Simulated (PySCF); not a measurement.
Geometry:
```tsv
atom	x (Å)	y (Å)	z (Å)
C1	3.009	-1.159	1.231
C2	2.002	-0.087	0.929
C3	2.374	1.261	0.882
C4	1.443	2.246	0.563
C5	0.122	1.900	0.290
C6	-0.272	0.561	0.339
C7	-1.731	0.201	0.123
C8	-2.486	0.071	1.454
C9	-1.876	-1.024	-0.667
N10	-2.004	-2.006	-1.265
C11	0.670	-0.418	0.658
H12	2.571	-1.964	1.840
H13	3.879	-0.756	1.768
H14	3.378	-1.622	0.301
H15	3.409	1.541	1.094
H16	1.749	3.294	0.525
H17	-0.608	2.675	0.039
H18	-2.199	1.006	-0.467
H19	-2.049	-0.730	2.068
H20	-3.549	-0.155	1.287
H21	-2.405	1.014	2.012
H22	0.364	-1.468	0.682
```

Level of theory: NMR shieldings at PBE0/pcSseg-1/GIAO, PBE0-D3(BJ)/def2-SVP geometry, in PySCF 2.14.0 with density-fitted response routines (no solvent, single conformer, equivalent nuclei averaged, no relativistic terms).

References, each an isolated molecule treated in the same way: TMS for $^{13}$C (σref 184.41) and $^{1}$H (σref 31.27); $^{15}$N (σref 265.67) vs NH3.

```tsv
atoms	nucleus	count	Hirshfeld charge	δ (ppm)
H18	$^{1}$H	1	0.06	3.29
C1	$^{13}$C	1	-0.11	23.3
C5	$^{13}$C	1	-0.06	129.8
H17	$^{1}$H	1	0.05	?
C8	$^{13}$C	1	-0.10	?
C2	$^{13}$C	1	0.01	?
C7	$^{13}$C	1	0.00	34.0
C6	$^{13}$C	1	0.01	144.8
C9	$^{13}$C	1	0.09	127.4
C11	$^{13}$C	1	-0.05	?
C4	$^{13}$C	1	-0.05	134.4
H12/H13/H14	$^{1}$H	3	0.05	?
N10	$^{15}$N	1	-0.23	303.3
H15	$^{1}$H	1	0.05	7.28
C3	$^{13}$C	1	-0.05	?
H19/H20/H21	$^{1}$H	3	0.05	1.40
H16	$^{1}$H	1	0.05	7.37
H22	$^{1}$H	1	0.05	7.65
```

Fill in the missing shifts.

Results:


- C2: 145.0 ppm, substituted aromatic carbon
- C3: 134.4 ppm, aromatic CH; the aromatic region
- C11: 133.6 ppm, aromatic CH; the aromatic region
- C8: 26.7 ppm, methyl carbon; saturated and bonded to C and H only
- H17: 6.96 ppm, hydrogen on an aromatic CH; the ring current deshields protons in the ring plane
- H12/H13/H14: 2.47 ppm, hydrogen on a methyl carbon on an aromatic ring; benzylic-type position, deshielded by the ring

Shifts are as computed. Against solution values, carbons near 30 ppm lie about +2 ppm off and those near 130 ppm about +5 ppm (rms about the fit 1.9 ppm; single classes can miss by 10 ppm). Of 1328 compounds with measured shifts, 309 miss one by over three times the rms of a fit or turn the order of signals round; such compounds aren't used in these exercises. Signals without a measured value on file couldn't be tested in this way; 1H shifts scatter by 0.2 ppm about their fit, and single ones miss by 0.5 ppm. Experimental scales use liquid or dissolved standards, which lie at an offset from isolated NH3 (liquid NH3: subtract about 20 ppm). Unscaled 15N shifts of sp2 nitrogen often come out too high even then, by a few to some tens of ppm.
